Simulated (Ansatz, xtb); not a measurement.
## Two isomers of C4H7NOS2

Structure X is `CC(=S)SCC(N)=O`, a singlet and structure Y is `NC(=O)C1SCCS1`, a singlet. Both are isolated molecules in the gas phase, relaxed with B3LYP/def2-SVP, each in the lowest conformer that the search found.

Quicker runs give these differences E(Y) − E(X): GFN2-xTB −0.263 eV; HF/STO-3G −1.544 eV (at GFN2-xTB geometries); r2SCAN-D4/def2-SVP +0.045 eV (at GFN2-xTB geometries).

Which of the two would you expect CCSD(T)/def2-SVP + ΔMP2/def2-TZVPP electronic energies to favour?

Structure Y; the calculation gives E(Y) − E(X) = −0.104 eV.

The same difference at several levels:

```csv
level,geometry,E(Y) − E(X) (eV),departure from the last row (eV),"job, with rough time for the two"
GFN2-xTB,GFN2-xTB,−0.263,−0.160,"optimisation, 0.64 s"
HF/STO-3G,GFN2-xTB,−1.544,−1.440,"single point, 0.52 s"
r2SCAN-D4/def2-SVP,GFN2-xTB,+0.045,+0.149,"single point, 4.6 s"
B3LYP/def2-SVP,B3LYP/def2-SVP,+0.125,+0.229,"optimisation, 3.4 min"
HF/def2-SVP,B3LYP/def2-SVP,−0.111,−0.007,part of the CCSD(T) run
MP2/def2-SVP,B3LYP/def2-SVP,−0.085,+0.018,part of the CCSD(T) run
CCSD(T)/def2-SVP,B3LYP/def2-SVP,−0.057,+0.046,single point
CCSD(T)/def2-SVP + ΔMP2/def2-TZVPP,B3LYP/def2-SVP,−0.104,,"single point, 1.8 min"
```

As drawn, Y has 2 C–S in place of 1 C=S. Structure X has no ring, Y a 5-membered ring.

r2SCAN-D4/def2-SVP, B3LYP/def2-SVP put the two in the other order. The largest departure from CCSD(T)/def2-SVP + ΔMP2/def2-TZVPP is that of HF/STO-3G, 1.440 eV. The last row adds to CCSD(T) the change of the MP2 difference between the two basis sets, here −0.046 eV.

With thermal terms from frequencies at re-optimised GFN2-xTB minima (ideal gas, soft modes damped towards free rotors, one conformer each, 298.15 K, 1 atm): on the last row, ΔE + ΔZPE = −0.052, ΔH = −0.084, ΔG = 0.000 eV. In free energy the two are nearly level.

The correlated steps freeze 16 core orbitals. Codes used: Ansatz 0.2.0, xtb 6.7.1; the last row on 4 threads of Arm Neoverse V1 on a shared host.
